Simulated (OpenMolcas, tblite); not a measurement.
## A ladder of methods for CH4ClGa (SMILES [CH3][GaH][Cl])

CH4ClGa: 7 atoms, total charge 0, spin state singlet. As SMILES, `[CH3][GaH][Cl]`. The shape is that of a PBE0-D4/def2-TZVP optimisation.

Each level gives the dipole moment (D). The values are calculated.

```
         level            kind     program  value (D)   CPU time
      GFN2-xTB  semi-empirical      tblite       3.13  under 2 s
   HF/def2-SVP    Hartree–Fock  OpenMolcas       2.63       12 s
SVWN5/def2-SVP             LDA  OpenMolcas       2.30       30 s
 BLYP/def2-SVP             GGA  OpenMolcas       2.22       44 s
  PBE/def2-SVP             GGA  OpenMolcas       2.31       47 s
M06-L/def2-SVP        meta-GGA  OpenMolcas       2.58       53 s
 TPSS/def2-SVP        meta-GGA  OpenMolcas       2.39       55 s
B3LYP/def2-SVP   global hybrid  OpenMolcas       2.36       43 s
```

All-electron rows without a relativistic Hamiltonian named are non-relativistic. The values span 2.22 to 3.13 D. Magnitudes only. Times are those of the runs behind each value, whatever else they computed, on shared processors of several kinds: orders of magnitude only.
